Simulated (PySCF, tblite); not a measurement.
C8H11OP.
SMILES with atom numbers: `[CH:1]#[C:2][CH2:3][P@@:4](=[O:5])([C:6]#[C:7][CH3:8])[CH2:9][CH3:10]` (hydrogens: H11 on C1; H12, H13 on C3; H14, H15, H16 on C8; H17, H18 on C9; H19, H20, H21 on C10)

Structure optimised with GFN2-xTB, isolated species.

Task: What internal coordinates does the optimisation give?

Result: 
| bond | length (bohr) |
| --- | --- |
| C1≡C2 | 2.262 |
| C2–C3 | 2.716 |
| C3–P4 | 3.492 |
| P4=O5 | 2.774 |
| P4–C6 | 3.345 |
| C6≡C7 | 2.276 |
| C7–C8 | 2.726 |
| P4–C9 | 3.477 |
| C9–C10 | 2.874 |
| C1–H11 | 1.982 |
| C3–H12 | 2.070 |
| C3–H13 | 2.070 |
| C8–H14, C8–H15, C8–H16 | 2.059 |
| C9–H17 | 2.060 |
| C9–H18 | 2.067 |
| C10–H19, C10–H20, C10–H21 | 2.058 |

Bonds in one row agree within 0.02 bohr and their mean is given. A selection of angles:
| angle | degrees |
| --- | --- |
| C1–C2–C3 | 178.2 |
| C2–C3–P4 | 112.9 |
| C3–P4–O5 | 112.2 |
| C3–P4–C6 | 104.0 |
| C3–P4–C9 | 106.9 |
| O5–P4–C6 | 114.5 |
| O5–P4–C9 | 114.6 |
| C6–P4–C9 | 103.5 |
| P4–C6–C7 | 173.8 |
| C6–C7–C8 | 178.3 |
| P4–C9–C10 | 109.6 |

Dihedral angles: C2–C3–P4–O5 176° (antiperiplanar); C3–P4–C9–C10 71° (synclinal).

P4 (phosphoryl phosphorus) is distorted tetrahedral (angles from 103.5° to 114.6°). The C–P distances run from 1.770 Å (P4–C6, drawn single) to 1.848 Å (C3–P4, drawn single), a spread of 0.078 Å. Of the pairs four or more bonds apart, C2···H17 is among the closest relative to their van der Waals radii: 2.84 Å, 98 % of the sum of Bondi's values. The C–C distances run from 1.197 Å (C1≡C2, drawn triple) to 1.521 Å (C9–C10, drawn single), a spread of 0.324 Å.

Point group: C1 (no symmetry element, even within 0.4 Å). Its GFN2-xTB frequencies are all real (lowest 22 cm⁻¹). The numbers are those of one conformer. 3 starts were optimised and ended at 0.00, 0.60 and 1.41 kcal/mol (GFN2-xTB); the lowest of these is shown.

The numbers are calculated, not measured.
